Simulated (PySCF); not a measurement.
Species: C₆H₉NSi.
Geometry (GFN2-xTB, Å), atoms numbered from 1 in this order:
```xyz
17
C6H9NSi angstrom
N      3.741    0.863   -0.186
C      2.846    0.186    0.038
C      1.702   -0.651    0.286
C      0.490   -0.181   -0.539
C      0.060    1.195   -0.113
C     -1.180    1.379    0.305
C     -2.126    0.214    0.329
Si    -1.083   -1.254   -0.294
H      1.468   -0.616    1.354
H      1.965   -1.679    0.021
H      0.803   -0.145   -1.589
H      0.791    1.991   -0.151
H     -1.547    2.343    0.627
H     -2.520    0.074    1.338
H     -2.988    0.424   -0.305
H     -1.554   -1.837   -1.551
H     -0.876   -2.294    0.719
```

Definitions: NICS(0) = −σiso at the ring centroid; NICS(1) = −σiso and NICS(1)zz = −σzz at ±1 Å along the ring normal z. Level: GIAO PBE0/pcSseg-1 (PySCF, non-relativistic, gas phase) on the GFN2-xTB geometry, one conformer.

Ring bond lengths (Å), with Mayer bond orders in brackets: C4–C5 1.504 (1.01), C5–C6 1.321 (1.91), C6–C7 1.501 (1.04), C7–Si8 1.905 (0.91), Si8–C4 1.920 (0.85).

Q: Give the NICS values of each ring in ppm.

A: 
| ring | type | NICS(0) | NICS(1), two faces | NICS(1)zz, two faces | rms pucker (Å) | centre to ring atoms, mean (Å) |
| --- | --- | --- | --- | --- | --- | --- |
| C4–C5–C6–C7–Si8 | 5-membered ring with Si; formal bonds 1 double, 4 single | -2.0 | -3.0 / -3.0 | -2.1 / -1.2 | 0.00 | 1.38 |

Q: What do they say, and how far can they be read as aromaticity?

A: 
- C4–C5–C6–C7–Si8: mean NICS(1)zz -1.6 ppm, near zero. C4, C7, Si8 have four or more neighbours, and the NICS criterion for π rings isn't applied.

Q: What is the mean of the two in-plane components of NICS at the first NICS(1) probe listed for ring C4–C5–C6–C7–Si8, 1 Å off the ring?

A: The isotropic value is a third of the trace: (3 × -3.0 − (-2.1))/2 = -3.5 ppm.

Q: Give the inner angles of the rings and the Hirshfeld charges of the ring atoms.

A: 
- C4–C5–C6–C7–Si8: C4 103.9° (-0.104 e), C5 119.1° (-0.055 e), C6 119.2° (-0.044 e), C7 104.4° (-0.160 e), Si8 93.4° (+0.356 e); sum 540.0° against 540° for a flat convex ring.
